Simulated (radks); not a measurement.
Sm I, configuration [Kr] 4d10 4f6 5s2 5p5.75 6s2 5d0.25 (fractional occupations, a model configuration). All-electron calculation, Dirac Kohn-Sham, BLYP, spin-unpolarised, spherical densities, point nucleus; open shells are shared between the two j in proportion to 2j + 1. Program: a radial shooting solver on a logarithmic mesh with Libxc functionals. Some entries of the table are withheld. Estimate them.

| orbital | occ. | eigenvalue (eV) | <1/r> (bohr^-1) | <r^2> (bohr^2) |
|---|---|---|---|---|
| 1s1/2 | 2 | -46640.33 | 68.84 | 0.0007046 |
| 2s1/2 | 2 | -7618.294 | 16.36 | 0.01105 |
| 2p1/2 | 2 | -7221.111 | 16.34 | 0.008047 |
| 2p3/2 | 4 | -6618.000 | 14.56 | 0.009289 |
| 3s1/2 | 2 | (1) | 5.945 | 0.07418 |
| 3p1/2 | 2 | -1498.374 | 5.859 | 0.06934 |
| 3p3/2 | 4 | -1376.272 | 5.412 | 0.07655 |
| 3d3/2 | 4 | -1079.980 | 5.286 | 0.06157 |
| 3d5/2 | 6 | -1053.458 | 5.174 | 0.06360 |
| 4s1/2 | 2 | -331.9077 | 2.477 | 0.3787 |
| 4p1/2 | 2 | -266.4284 | (2) | 0.4007 |
| 4p3/2 | 4 | -239.5928 | (3) | 0.4406 |
| 4d3/2 | 4 | -131.8834 | 2.000 | 0.5134 |
| 4d5/2 | 6 | -127.0914 | 1.962 | 0.5294 |
| 5s1/2 | 2 | -43.6220 | 0.9458 | (4) |
| 5p1/2 | 1.91667 | -26.0592 | 0.8283 | (5) |
| 5p3/2 | 3.83333 | -22.4949 | 0.7735 | (6) |
| 6s1/2 | 2 | -3.5732 | (7) | 20.54 |
| 4f5/2 | 2.57143 | -3.2274 | 1.370 | 1.392 |
| 4f7/2 | 3.42857 | -2.6843 | 1.350 | 1.467 |
| 5d3/2 | 0.1 | -1.9222 | 0.4299 | 12.37 |
| 5d5/2 | 0.15 | -1.7304 | 0.4146 | 13.38 |

Answer. 
(1) 3s1/2 eigenvalue (eV): -1669.238
(2) 4p1/2 <1/r> (bohr^-1): 2.371
(3) 4p3/2 <1/r> (bohr^-1): 2.220
(4) 5s1/2 <r^2> (bohr^2): 2.232
(5) 5p1/2 <r^2> (bohr^2): 2.882
(6) 5p3/2 <r^2> (bohr^2): 3.251
(7) 6s1/2 <1/r> (bohr^-1): 0.2969
